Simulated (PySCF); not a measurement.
# W6 at several levels of theory

Computed with PySCF 2.14.0 (density fitting, no spin-orbit coupling) at the geometry relaxed with PBE:

```xyz
6
W6 (triplet)
W     1.7539    0.0005    0.0001
W    -0.0005    1.8089    0.0000
W    -1.7539   -0.0005   -0.0001
W     0.0005   -1.8089    0.0000
W    -0.0001    0.0000    1.8089
W     0.0001    0.0000   -1.8089
```

```tsv
level	basis	state	HOMO (eV)	gap (eV)	charge on W1 (e)	dipole about the centre of mass (D)	largest force component (eV/Å)
PBE	W def2-SVP with ECP60	triplet	-3.40	0.18	0.06	0.00	0.02
```

HOMO and gap are taken over both spins. Charges are Mulliken's, which hang on the basis. The relaxation used the grid (50, 194), these runs (75, 302) or, all-electron (x2c bases, spin-free X2C Hamiltonian), (99, 590).

Task: Order these levels, in the first row's basis, by the HOMO–LUMO gap they give here, smallest first.
A. B3LYP
B. wB97X
C. BP86
D. HF

Result: C (0.17 eV), A (1.26 eV), B (4.77 eV), D (5.08 eV).

Task: And their other results?

Result: 
```json
{"level": "B3LYP", "state": "triplet", "HOMO (eV)": "-3.80", "gap (eV)": "1.26", "charge on W1 (e)": "0.07", "dipole about the centre of mass (D)": "0.00", "largest force component (eV/Å)": "0.05"}
{"level": "HF", "state": "triplet", "HOMO (eV)": "-5.13", "gap (eV)": "5.08", "charge on W1 (e)": "0.02", "dipole about the centre of mass (D)": "0.00", "largest force component (eV/Å)": "1.11"}
{"level": "wB97X", "state": "triplet", "HOMO (eV)": "-5.53", "gap (eV)": "4.77", "charge on W1 (e)": "0.05", "dipole about the centre of mass (D)": "0.00", "largest force component (eV/Å)": "1.69"}
{"level": "BP86", "state": "triplet", "HOMO (eV)": "-3.51", "gap (eV)": "0.17", "charge on W1 (e)": "0.06", "dipole about the centre of mass (D)": "0.00", "largest force component (eV/Å)": "0.18"}
```

No frequency check is given that shows the relaxed geometry to be a minimum. Open shells may have lower solutions than the one found.

A gap near or under zero over both spins lies within a partly filled shell and is no excitation energy.

Some runs are spin-contaminated.
